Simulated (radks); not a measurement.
Question: All-electron atom: the nickel ion Ni+ in [Ar] 3d9. Method: scalar-relativistic Kohn-Sham, r2SCAN, spin-polarised, spherical densities, finite nucleus; open shells are filled with parallel spins first; meta-GGA in the generalised Kohn-Sham scheme; Fermi nuclear charge, rms radius 3.7757 fm; computed with a radial shooting solver on a logarithmic mesh with Libxc functionals. Some entries of the table are withheld. Estimate them.

orbital  occ.  eigenvalue (eV)  r(max) (bohr)  <r> (bohr)
1s down     1        -8241.795        0.03540     0.05410
1s up       1        -8241.791        0.03540     0.05410
2s up       1        -994.4649         0.2043      0.2445
2s down     1        -993.7803         0.2043      0.2444
2p up       3        -854.2181         0.1649      0.2152
2p down     3        -853.6999         0.1648      0.2151
3s up       1        -118.5093            (1)      0.7432
3s down     1        -117.1029            (2)      0.7442
3p up       3         -77.5235         0.6491         (3)
3p down     3         -76.1322         0.6496         (4)
3d up       5         -13.4795         0.6412       1.052
3d down     4         -12.2520         0.6441       1.081

Answer: 
(1) 3s up r(max) (bohr): 0.6399
(2) 3s down r(max) (bohr): 0.6403
(3) 3p up <r> (bohr): 0.7850
(4) 3p down <r> (bohr): 0.7866
